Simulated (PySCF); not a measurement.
A structure optimised at B3LYP-D3(BJ)/def2-SVP, used in a PySCF frequency run:

```xyz
8

O     -1.5394     0.8558     0.4314
Ge    -0.0114     0.0130     0.0174
O     -0.3957    -0.8327    -1.4868
O      1.3895     1.0345    -0.2829
O      0.4044    -1.0053     1.3890
H     -1.1952    -1.3737    -1.4166
H      1.3346     1.5203    -1.1173
H      1.3546    -0.9812     1.5727
```
Charge 0, spin multiplicity 2.

Q: Write its SMILES and formula.

A: [O][Ge]([OH])([OH])[OH], GeH₃O₄

Q: What are its rotational constants (standard atomic weights)?

A: 3.7483, 3.5613, 3.2302 GHz
